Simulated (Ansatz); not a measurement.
Be2O2. The state is a singlet with charge 0. Geometry B3LYP-D4/def2-TZVP.

```xyz
4

Be   -1.539    1.298    0.603
Be    0.519   -0.476   -0.189
O    -0.545    0.475    0.203
O     1.565   -1.297   -0.617
```

B3LYP takes the VWN-RPA correlation. At LDA (SPW92)/def2-TZVP, PBE-D4/def2-TZVP, r2SCAN-D4/def2-TZVP an occupied level of the charge 0 singlet lies above an empty one (by up to 0.36 eV), so this SCF solution is probably not the lowest. The geometry of the singlet was relaxed on an unsound state (restricted singlet whose occupied levels cross empty ones at other levels, untested at these). Another isomer (singlet) lies 3.21 eV lower at PBE0-D4/def2-TZVP; other spin states weren't run for this one.

(1) Estimate the orbital energies around the gap (eV) in Ansatz with LDA (SPW92)/def2-TZVP, PBE-D4/def2-TZVP, r2SCAN-D4/def2-TZVP, B3LYP-D4/def2-TZVP, PBE0-D4/def2-TZVP.

## Answers

(1) 
```csv
orbital,LDA (SPW92)/def2-TZVP,PBE-D4/def2-TZVP,r2SCAN-D4/def2-TZVP,B3LYP-D4/def2-TZVP,PBE0-D4/def2-TZVP
HOMO−9,-105.75,-106.97,-109.67,-112.52,-113.37
HOMO−8,-101.64,-103.10,-105.48,-108.09,-108.60
HOMO−7,-23.99,-24.06,-25.43,-26.51,-27.21
HOMO−6,-20.32,-20.55,-21.66,-22.53,-23.00
HOMO−5,-11.84,-11.60,-12.03,-13.20,-13.54
HOMO−4,-9.17,-8.89,-9.24,-10.25,-10.55
HOMO−3,-9.15,-8.88,-9.23,-10.25,-10.55
HOMO−2,-6.48,-6.42,-6.62,-7.62,-7.76
HOMO−1,-5.88,-5.75,-5.76,-6.42,-6.53
HOMO,-5.51,-5.41,-5.56,-6.16,-6.18
LUMO,-5.88,-5.74,-5.74,-5.54,-5.40
LUMO+1,-1.76,-1.54,-1.14,-1.13,-0.96
LUMO+2,-1.76,-1.54,-1.12,-1.13,-0.95
LUMO+3,-0.52,-0.47,0.09,-0.09,0.15
LUMO+4,0.59,0.57,1.56,0.69,0.86
LUMO+5,1.20,1.34,2.04,1.94,2.24
```
